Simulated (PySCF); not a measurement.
C2H6BF2N. Atoms are numbered in the order given.

```xyz
12

B      0.0000     0.0000     0.7847
F      0.0000     1.1397     1.4814
F      0.0000    -1.1397     1.4814
N      0.0000     0.0000    -0.6140
C      0.0000     1.2250    -1.3900
C      0.0000    -1.2250    -1.3900
H      0.8914     1.2845    -2.0414
H     -0.8914     1.2845    -2.0414
H      0.0000     2.0959    -0.7226
H     -0.8914    -1.2845    -2.0414
H      0.8914    -1.2845    -2.0414
H      0.0000    -2.0959    -0.7226
```
Charge 0, spin multiplicity 1.

Geometry: B3LYP-D3(BJ)/def2-SVP. The values are those of a single conformer.

Vertical ionisation energy (IE) and electron affinity (EA) in eV. Rows of orbital energies are one-electron estimates. Where ΔSCF, EOM or ADC give a negative EA the extra electron is unbound and the value depends on the basis.

```tsv
level	IE	EA
−ε(HOMO), −ε(LUMO), B3LYP/def2-TZVP (PySCF)	7.15	-0.47
−ε(HOMO), −ε(LUMO), PBE/def2-TZVP (PySCF)	5.99	-0.04
```
